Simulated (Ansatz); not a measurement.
CH₆FGeNO (`[OH][GeH2][NH]CF`) at its PBE0-D4/def2-TZVP geometry, where that method's forces vanish. Total charge 0; spin multiplicity 1.

```xyz
11

O    -1.3925    0.6179    1.6640
Ge    0.0674    1.1067    0.7768
N     0.8919   -0.3379   -0.0217
C     0.3127   -0.8842   -1.1737
F    -0.9783   -1.4154   -0.9379
H    -1.9374    0.0315    1.1311
H    -0.2812    2.0534   -0.3839
H     0.9938    1.6955    1.8408
H     1.2462   -1.0392    0.6134
H     0.9050   -1.7118   -1.5699
H     0.1723   -0.1166   -1.9389
```

Task: What forces (eV/Å) does ωB97M-V/def2-TZVPP give on these atoms in Ansatz 0.2.0? (Estimate.)

Result: The calculation gave: 
```
O1  -0.059 -0.057 -0.032
Ge2  0.114  0.168 -0.032
N3   0.063  0.043  0.237
C4   0.150 -0.042 -0.351
F5  -0.154 -0.033  0.069
H6  -0.001  0.016  0.041
H7   0.018 -0.077  0.086
H8  -0.076 -0.050 -0.084
H9  -0.004  0.018 -0.037
H10 -0.062  0.080  0.034
H11  0.011 -0.066  0.069
```
